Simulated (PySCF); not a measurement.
B3LYP has the VWN-RPA correlation part, as in Gaussian. 

Z-matrix (Å, degrees):
```
Si
H 1 1.4850
H 1 1.4896 2 110.29
S 1 2.1475 2 104.60 3 119.37
H 4 1.3442 1 95.22 2 -171.40
```
Charge 0, spin multiplicity 2.

Question: Predict the total energy, highest occupied spin orbital and dipole moment from B3LYP-D3(BJ)/def2-TZVP in PySCF.

Answer: 
```json
{
 "total_energy": "-18763.06 eV",
 "highest_occupied_spin_orbital": "-5.79 eV",
 "dipole_moment": "0.91 D"
}
```
